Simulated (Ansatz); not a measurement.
Ansatz (a quantum-chemistry and plane-wave program) input (B3LYP/LANL2DZ): The .json file is the Basis Set Exchange's LANL2DZ.

Ansatz 0.2 input:
```yaml
crystal:
  periodic: [false, false, false]
  atoms:
    - {symbol: C, position_ang: [1.83374100, -0.83053300, 0.19406900]}
    - {symbol: Si, position_ang: [0.13635000, -0.23992200, -0.46785500]}
    - {symbol: C, position_ang: [-0.99699900, -1.77310300, -0.27597200]}
    - {symbol: Si, position_ang: [-0.52119000, 1.81168900, 0.49333000]}
    - {symbol: H, position_ang: [1.77806000, -0.98501200, 1.27584800]}
    - {symbol: H, position_ang: [2.15831300, -1.76947900, -0.26612300]}
    - {symbol: H, position_ang: [2.60125000, -0.07435900, 0.01126400]}
    - {symbol: H, position_ang: [0.34989000, -0.15624000, -1.96247100]}
    - {symbol: H, position_ang: [-1.97712400, -1.57656200, -0.71744500]}
    - {symbol: H, position_ang: [-0.57918400, -2.67076900, -0.74704300]}
    - {symbol: H, position_ang: [-1.15473300, -1.98338900, 0.78565500]}
    - {symbol: H, position_ang: [-0.86262100, 1.12315600, 1.82725400]}
    - {symbol: H, position_ang: [-1.94655700, 1.70974100, -0.07216700]}
basis:
  gaussian:
    orbitals: LANL2DZ.json
hamiltonian:
  xc: {name: B3LYP}
total_charge: -1
relax: {f_tol: 0.003, max_steps: 120}
```

Output:

```
Functional definition: B3LYP
integrals: 0.02 GiB planned
717 factors; integrals over basis functions are off by at most 3.1e-4 eV
mean field: 0.16 GiB planned
mean field evaluation 1: about -2428.2569 eV, gradient 3.9e1 eV
mean field evaluation 2: about -2427.0687 eV, gradient 4.4e1 eV
mean field evaluation 4: about -2432.6056 eV, gradient 7.5e-1 eV
mean field evaluation 8: about -2432.5969 eV, gradient 2.3e-2 eV
mean field -2432.59694048 eV, -89.3962886891 hartree, gradient 1.2e-5 eV, S^2 0.000000; 0 other end points of the search recorded, 0 dependent functions left out
the calculation of the forces begins
reference -2432.59720726 eV, -89.3962984934 hartree; 15, 15 occupied and 37, 37 virtual orbitals, 717 factors
relax step   1: F+E_penalty+E_count = -2432.59694048 eV  Δ(F+E_penalty+E_count) = +0.000e0 eV  max|allowed force component| = 2.597e-1 eV/Å  Δτ_max = 0.0000 Å  (23 SCF iters, accepted)
these checks for a lower state are left out or cut short: starts, cluster_reference, orbital_swaps, neighbouring_geometries, increment
integrals: 0.02 GiB planned
717 factors; integrals over basis functions are off by at most 3.1e-4 eV
mean field: 0.16 GiB planned
mean field evaluation 16: about -2432.6265 eV, gradient 1.2e-2 eV
mean field -2432.61430435 eV, -89.3969267997 hartree, gradient 1.8e-5 eV, S^2 0.000000; 0 other end points of the search recorded, 0 dependent functions left out
the calculation of the forces begins
reference -2432.61457131 eV, -89.3969366104 hartree; 15, 15 occupied and 37, 37 virtual orbitals, 717 factors
relax step   2: F+E_penalty+E_count = -2432.61430435 eV  Δ(F+E_penalty+E_count) = -1.736e-2 eV  max|allowed force component| = 1.901e-1 eV/Å  Δτ_max = 0.0852 Å  (24 SCF iters, accepted)
these checks for a lower state are left out or cut short: starts, cluster_reference, orbital_swaps, neighbouring_geometries, increment
integrals: 0.02 GiB planned
717 factors; integrals over basis functions are off by at most 3.1e-4 eV
mean field: 0.16 GiB planned
mean field -2432.62167137 eV, -89.3971975326 hartree, gradient 1.4e-5 eV, S^2 0.000000; 0 other end points of the search recorded, 0 dependent functions left out
the calculation of the forces begins
reference -2432.62193880 eV, -89.3972073604 hartree; 15, 15 occupied and 37, 37 virtual orbitals, 717 factors
relax step   3: F+E_penalty+E_count = -2432.62167137 eV  Δ(F+E_penalty+E_count) = -7.367e-3 eV  max|allowed force component| = 4.696e-2 eV/Å  Δτ_max = 0.0294 Å  (25 SCF iters, accepted)
these checks for a lower state are left out or cut short: starts, cluster_reference, orbital_swaps, neighbouring_geometries, increment
integrals: 0.02 GiB planned
717 factors; integrals over basis functions are off by at most 3.1e-4 eV
mean field: 0.16 GiB planned
mean field evaluation 32: about -2432.6222 eV, gradient 1.6e-5 eV
mean field -2432.62216942 eV, -89.3972158355 hartree, gradient 1.4e-5 eV, S^2 0.000000; 0 other end points of the search recorded, 0 dependent functions left out
the calculation of the forces begins
reference -2432.62243700 eV, -89.3972256692 hartree; 15, 15 occupied and 37, 37 virtual orbitals, 717 factors
relax step   4: F+E_penalty+E_count = -2432.62216942 eV  Δ(F+E_penalty+E_count) = -4.980e-4 eV  max|allowed force component| = 1.746e-2 eV/Å  Δτ_max = 0.0098 Å  (26 SCF iters, accepted)
these checks for a lower state are left out or cut short: starts, cluster_reference, orbital_swaps, neighbouring_geometries, increment
integrals: 0.02 GiB planned
717 factors; integrals over basis functions are off by at most 3.1e-4 eV
mean field: 0.16 GiB planned
mean field -2432.62238858 eV, -89.3972238897 hartree, gradient 8.1e-6 eV, S^2 0.000000; 0 other end points of the search recorded, 0 dependent functions left out
the calculation of the forces begins
reference -2432.62265627 eV, -89.3972337272 hartree; 15, 15 occupied and 37, 37 virtual orbitals, 717 factors
relax step   5: F+E_penalty+E_count = -2432.62238858 eV  Δ(F+E_penalty+E_count) = -2.192e-4 eV  max|allowed force component| = 2.153e-2 eV/Å  Δτ_max = 0.0115 Å  (21 SCF iters, accepted)
these checks for a lower state are left out or cut short: starts, cluster_reference, orbital_swaps, neighbouring_geometries, increment
integrals: 0.02 GiB planned
717 factors; integrals over basis functions are off by at most 3.1e-4 eV
mean field: 0.16 GiB planned
mean field -2432.62236030 eV, -89.3972228505 hartree, gradient 1.4e-5 eV, S^2 0.000000; 0 other end points of the search recorded, 0 dependent functions left out
the calculation of the forces begins
reference -2432.62262788 eV, -89.3972326838 hartree; 15, 15 occupied and 37, 37 virtual orbitals, 717 factors
relax step   6: F+E_penalty+E_count = -2432.62236030 eV  Δ(F+E_penalty+E_count) = +2.828e-5 eV  max|allowed force component| = 2.648e-2 eV/Å  Δτ_max = 0.0306 Å  (25 SCF iters, rejected (line search))
these checks for a lower state are left out or cut short: starts, cluster_reference, orbital_swaps, neighbouring_geometries, increment
integrals: 0.02 GiB planned
717 factors; integrals over basis functions are off by at most 3.1e-4 eV
mean field: 0.16 GiB planned
mean field -2432.62258147 eV, -89.3972309781 hartree, gradient 2.1e-5 eV, S^2 0.000000; 0 other end points of the search recorded, 0 dependent functions left out
the calculation of the forces begins
reference -2432.62284918 eV, -89.3972408163 hartree; 15, 15 occupied and 37, 37 virtual orbitals, 717 factors
relax step   7: F+E_penalty+E_count = -2432.62258147 eV  Δ(F+E_penalty+E_count) = -1.929e-4 eV  max|allowed force component| = 1.416e-2 eV/Å  Δτ_max = 0.0153 Å  (20 SCF iters, accepted)
these checks for a lower state are left out or cut short: starts, cluster_reference, orbital_swaps, neighbouring_geometries, increment
integrals: 0.02 GiB planned
717 factors; integrals over basis functions are off by at most 3.1e-4 eV
mean field: 0.16 GiB planned
mean field -2432.62261170 eV, -89.3972320892 hartree, gradient 2.1e-5 eV, S^2 0.000000; 0 other end points of the search recorded, 0 dependent functions left out
the calculation of the forces begins
reference -2432.62287953 eV, -89.3972419316 hartree; 15, 15 occupied and 37, 37 virtual orbitals, 717 factors
relax step   8: F+E_penalty+E_count = -2432.62261170 eV  Δ(F+E_penalty+E_count) = -3.023e-5 eV  max|allowed force component| = 1.013e-2 eV/Å  Δτ_max = 0.0181 Å  (21 SCF iters, accepted)
these checks for a lower state are left out or cut short: starts, cluster_reference, orbital_swaps, neighbouring_geometries, increment
integrals: 0.02 GiB planned
717 factors; integrals over basis functions are off by at most 3.1e-4 eV
mean field: 0.16 GiB planned
mean field evaluation 64: about -2432.6226 eV, gradient 1.4e-4 eV
mean field -2432.62263687 eV, -89.3972330140 hartree, gradient 1.4e-5 eV, S^2 0.000000; 0 other end points of the search recorded, 0 dependent functions left out
the calculation of the forces begins
reference -2432.62290467 eV, -89.3972428556 hartree; 15, 15 occupied and 37, 37 virtual orbitals, 717 factors
relax step   9: F+E_penalty+E_count = -2432.62263687 eV  Δ(F+E_penalty+E_count) = -2.517e-5 eV  max|allowed force component| = 8.571e-3 eV/Å  Δτ_max = 0.0088 Å  (20 SCF iters, accepted)
these checks for a lower state are left out or cut short: starts, cluster_reference, orbital_swaps, neighbouring_geometries, increment
integrals: 0.02 GiB planned
717 factors; integrals over basis functions are off by at most 3.1e-4 eV
mean field: 0.16 GiB planned
mean field -2432.62266691 eV, -89.3972341182 hartree, gradient 5.3e-5 eV, S^2 0.000000; 0 other end points of the search recorded, 0 dependent functions left out
the calculation of the forces begins
reference -2432.62293476 eV, -89.3972439614 hartree; 15, 15 occupied and 37, 37 virtual orbitals, 717 factors
relax step  10: F+E_penalty+E_count = -2432.62266691 eV  Δ(F+E_penalty+E_count) = -3.005e-5 eV  max|allowed force component| = 3.002e-3 eV/Å  Δτ_max = 0.0035 Å  (18 SCF iters, accepted)
these checks for a lower state are left out or cut short: starts, cluster_reference, orbital_swaps, neighbouring_geometries, increment
integrals: 0.02 GiB planned
717 factors; integrals over basis functions are off by at most 3.1e-4 eV
mean field: 0.16 GiB planned
mean field -2432.62266945 eV, -89.3972342114 hartree, gradient 5.4e-5 eV, S^2 0.000000; 0 other end points of the search recorded, 0 dependent functions left out
the calculation of the forces begins
reference -2432.62293731 eV, -89.3972440550 hartree; 15, 15 occupied and 37, 37 virtual orbitals, 717 factors
relax step  11: F+E_penalty+E_count = -2432.62266945 eV  Δ(F+E_penalty+E_count) = -2.535e-6 eV  max|allowed force component| = 3.719e-3 eV/Å  Δτ_max = 0.0037 Å  (18 SCF iters, accepted)
these checks for a lower state are left out or cut short: starts, cluster_reference, orbital_swaps, neighbouring_geometries, increment
integrals: 0.02 GiB planned
717 factors; integrals over basis functions are off by at most 3.1e-4 eV
mean field: 0.16 GiB planned
mean field -2432.62267136 eV, -89.3972342816 hartree, gradient 3.0e-5 eV, S^2 0.000000; 0 other end points of the search recorded, 0 dependent functions left out
the calculation of the forces begins
reference -2432.62293923 eV, -89.3972441256 hartree; 15, 15 occupied and 37, 37 virtual orbitals, 717 factors
relax step  12: F+E_penalty+E_count = -2432.62267136 eV  Δ(F+E_penalty+E_count) = -1.909e-6 eV  max|allowed force component| = 6.316e-4 eV/Å  Δτ_max = 0.0010 Å  (17 SCF iters, accepted)
integrals: 0.02 GiB planned
717 factors; integrals over basis functions are off by at most 3.1e-4 eV
mean field: 0.16 GiB planned
mean field -2432.62267136 eV, -89.3972342816 hartree, gradient 3.0e-5 eV, S^2 0.000000; 1 other end points of the search recorded, 0 dependent functions left out
the calculation of the forces begins
reference -2432.62293923 eV, -89.3972441256 hartree; 15, 15 occupied and 37, 37 virtual orbitals, 717 factors
Total energy: -2432.62293923 eV, -89.3972441256 hartree
Atom 0 at     1.857734    -0.843684     0.193143 Å, force     0.000067    -0.000348    -0.000105 eV/Å
Atom 1 at     0.133804    -0.257602    -0.455693 Å, force     0.000632    -0.000140    -0.000307 eV/Å
Atom 2 at    -1.002819    -1.815932    -0.277422 Å, force    -0.000213    -0.000141    -0.000154 eV/Å
Atom 3 at    -0.524739     1.846923     0.504140 Å, force    -0.000475     0.000121     0.000025 eV/Å
Atom 4 at     1.811941    -1.031180     1.276334 Å, force     0.000118     0.000059     0.000113 eV/Å
Atom 5 at     2.192609    -1.768001    -0.303392 Å, force     0.000091    -0.000099    -0.000044 eV/Å
Atom 6 at     2.611458    -0.062276     0.022687 Å, force    -0.000182     0.000102     0.000055 eV/Å
Atom 7 at     0.336684    -0.151850    -1.953689 Å, force    -0.000050     0.000178     0.000020 eV/Å
Atom 8 at    -1.990562    -1.613600    -0.715878 Å, force    -0.000139    -0.000004     0.000161 eV/Å
Atom 9 at    -0.576708    -2.704608    -0.772412 Å, force     0.000059    -0.000009     0.000153 eV/Å
Atom 10 at    -1.155183    -2.048871     0.786752 Å, force     0.000045     0.000080     0.000005 eV/Å
Atom 11 at    -0.924542     1.227015     1.861586 Å, force    -0.000150     0.000011    -0.000039 eV/Å
Atom 12 at    -1.950481     1.808884    -0.087812 Å, force     0.000198     0.000187     0.000117 eV/Å
Dipole moment:     0.279368    -1.191999    -0.178909 e Å
```

The dipole moment of an ion depends on the origin.

The geometry given is a B3LYP-D3(BJ)/def2-TZVP minimum.
